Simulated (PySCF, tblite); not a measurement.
## A complex of silanol and 3 × water

A gas-phase complex of silanol and 3 × water; neutral, singlet. The structure comes from a short search (6 tight-binding starts) and was relaxed by PBE0-D3(BJ)/def2-SVPD; another way of binding may lie lower. No frequency run checks that it is a minimum.

| part | name | SMILES | atoms | charge | multiplicity |
| --- | --- | --- | --- | --- | --- |
| 1 | silanol | O[SiH3] | 1–6 | 0 | 1 |
| 2 | water | O | 7–9 | 0 | 1 |
| 3 | water | O | 10–12 | 0 | 1 |
| 4 | water | O | 13–15 | 0 | 1 |

```xyz
15

O    -0.478   -0.381   -0.276
Si   -0.958    0.862    0.737
H     0.231   -1.010    0.020
H    -2.020    1.603    0.002
H    -1.509    0.323    2.016
H     0.176    1.781    1.053
O     1.473   -2.091    0.188
H     1.264   -2.948    0.568
H     1.713   -2.262   -0.755
O     1.806   -2.390   -2.448
H     1.043   -1.845   -2.756
H     2.577   -2.060   -2.916
O    -0.315   -0.812   -2.922
H    -0.480   -0.561   -1.985
H    -1.141   -1.178   -3.247
```
(Å; atoms numbered from 1)

```csv
contact,kind (by geometry),distance (Å),angle (°)
H3···O7,hydrogen bond,1.655,168
H9···O10,hydrogen bond,1.700,168
H11···O13,hydrogen bond,1.714,167
H14···O1,hydrogen bond,1.718,167
```

Interaction energies are complex less parts, with the parts frozen as they stand in it; counterpoise-corrected, in kcal/mol (PySCF).

(1) Give the interaction energy at each level run.

(2) What holds them together? Decompose the wB97M-D3(BJ)/def2-SVPD energy: frozen parts, their antisymmetrised product, then relaxation.

(3) Are the pair energies additive?

The parts were also relaxed and run alone, at the levels used for the complex: shieldings by PBE0/pcSseg-1; core levels by delta-SCF with SCAN, pcX-2 on the ionised atom and pcseg-1 elsewhere, spin-free X2C.

Values alone: O1–H3 bond (Å): 0.959; shielding of H3 (ppm): 31.21; shielding of O7 (ppm): 335.3; shielding of H9 (ppm): 30.93; shielding of O10 (ppm): 335.3; O1 1s core level (eV): 538.73; O7 1s core level (eV): 539.76; O10 1s core level (eV): 539.76.

(4) How do these values change when the complex forms?

Answers

(1) 
```json
{"level": "wB97M-D3(BJ)/def2-SVPD", "interaction": "-30.63", "superposition error removed": "-2.50"}
{"level": "PBE0-D3(BJ)/def2-SVPD", "interaction": "-33.27", "superposition error removed": "-2.63"}
```

(2) electrostatic -59.7, Pauli repulsion +66.6, orbital relaxation -36.1, dispersion correction -3.9 kcal/mol, which sum to the value before the counterpoise correction; the Pauli term holds the exchange-correlation of the frozen density too. Of the attraction, 60 % is electrostatic, 36 % is orbital relaxation, 4 % is dispersion correction.

(3) The pairs sum to -22.04 kcal/mol (1–2 -5.5, 1–3 -2.0, 1–4 -4.0, 2–3 -4.3, 2–4 -1.8, 3–4 -4.4); the rest of -8.59 is a many-body strengthening.

(4) 
```csv
property,alone,in the complex,change
O1–H3 bond (Å),0.959,0.993,+0.034
shielding of H3 (ppm),31.21,23.53,-7.68
shielding of O7 (ppm),335.3,313.9,-21.3
shielding of H9 (ppm),30.93,23.98,-6.94
shielding of O10 (ppm),335.3,319.6,-15.7
O1 1s core level (eV),538.73,537.95,-0.78
O7 1s core level (eV),539.76,539.05,-0.70
O10 1s core level (eV),539.76,539.03,-0.73
```

Density functionals tend to overstate the lengthening and the red shift of so strongly bound an X–H bond.
